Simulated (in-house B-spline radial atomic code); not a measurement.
# How G0W0 and RPA depend on the start: Zr⁷⁺

Configuration [Ar] 3d10 4s2 4p3, highest spin. Computed with an all-electron radial atomic-structure program (B-spline basis): all electrons, scalar-relativistic (spin-free one-electron X2C), finite nucleus, each spin shell either full or empty, empty states to l = 9 with an (l + 1/2)⁻⁴ tail; G0W0 by contour deformation at full frequency.

```
            start  mean-field 4p up (eV)  G0W0 (eV)  QP weight  RPA correlation (Eh)
     Hartree-Fock                -134.93    -135.68      0.978               -2.3393
         LDA VWN5                -126.06    -135.43      0.961               -2.5272
              PBE                -126.04          ?          ?                     ?
             PBE0                -128.55    -135.49      0.967               -2.4727
           r2SCAN                -126.98    -135.48      0.964               -2.4912
            HSE06                -128.06    -135.49      0.966               -2.4764
  B3LYP (VWN-RPA)                -127.91    -135.48      0.966               -2.4838
             SCAN                -127.06    -135.45      0.964               -2.4899
             TPSS                -126.35    -135.46      0.962               -2.5141
        BHandHLYP                -130.69    -135.56      0.971               -2.4261
        CAM-B3LYP                -129.86    -135.53      0.970               -2.4655
          LC-wPBE                -131.38          ?          ?                     ?
           PBEsol                -126.02    -135.42      0.961                -2.525
             BLYP                -125.73    -135.40      0.961                -2.525
          r2SCAN0                -129.19    -135.53      0.969               -2.4507
LDA exchange-only                -124.69    -135.48      0.960               -2.5267
```

Q: What G0W0 level, weight and RPA correlation energy follow from the LC-wPBE start?

A: G0W0 level -135.57 eV, weight 0.972, RPA correlation -2.4701 hartree.

Q: What G0W0 level, weight and RPA correlation energy follow from the PBE start?

A: G0W0 level -135.41 eV, weight 0.961, RPA correlation -2.5238 hartree.

Q: How much of the dependence on the start does G0W0 remove?

A: The mean-field levels span 10.2 eV and the G0W0 levels 0.273 eV. Against 133.7 ± 0.5 eV (NIST, semi-empirical) the G0W0 removal energies are off by +1.70 to +1.98 eV, with spin-orbit coupling, Breit and QED terms left out.
